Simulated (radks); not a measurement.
Values are calculated unless marked as measured or tabulated.
Species: Dy13+. Configuration: [Kr] 4d10 4f6 5s1.

Code: a radial shooting solver on a logarithmic mesh with Libxc functionals. Model: Dirac Kohn-Sham, PBE, spin-unpolarised, spherical densities, finite nucleus; open shells fill j = l - 1/2 first; Fermi nuclear charge, rms radius 5.2218 fm.

Energy parts (hartree):
part                       energy
total                 -12114.7913
kinetic                13291.3244
electron-nucleus      -29358.8205
Hartree                 4207.8811
exchange-correlation    -255.1762

Orbitals (lengths in bohr, moments of r in powers of bohr; <r^-3> diverges for s and p1/2):
orbital  occ.  eigenvalue (hartree)  <r^-3>       <r^4>      <r^2>  small-component weight
1s1/2       2             -1979.106       -   9.919e-07  0.0006095                6.07e-02
2s1/2       2             -337.4116       -   0.0001553   0.009461                1.35e-02
2p1/2       2             -321.4007       -  0.00009555   0.006846                1.35e-02
2p3/2       4             -291.9903   11000   0.0001279   0.008072                1.25e-02
3s1/2       2             -82.57803       -    0.005948    0.06272                4.31e-03
3p1/2       2             -75.58719       -    0.005370    0.05822                4.25e-03
3p3/2       4             -69.47592    2369    0.006671    0.06515                3.96e-03
3d3/2       4             -57.44983   400.5    0.004754    0.05165                3.84e-03
3d5/2       6             -56.11555   353.2    0.005083    0.05357                3.76e-03
4s1/2       2             -23.78951       -      0.1387     0.3103                1.41e-03
4p1/2       2             -21.01182       -      0.1539     0.3229                1.33e-03
4p3/2       4             -19.60253   548.9      0.1881     0.3575                1.23e-03
4d3/2       4             -14.99933   81.25      0.2409     0.3923                1.08e-03
4d5/2       6             -14.73508   70.79      0.2556     0.4044                1.05e-03
4f5/2       6              -9.10996   12.97      0.4560     0.4970                7.68e-04
4f7/2       0              -9.06297   12.58      0.4673     0.5036                7.59e-04
5s1/2       1              -9.60489       -       2.433      1.332                4.46e-04

The highest occupied level is 4f5/2 at -247.89 eV. Summed over all electrons, <r^2> = 12.10 bohr^2, which gives a Langevin (diamagnetic) susceptibility term of -9.59 x 10^-6 cm^3/mol.
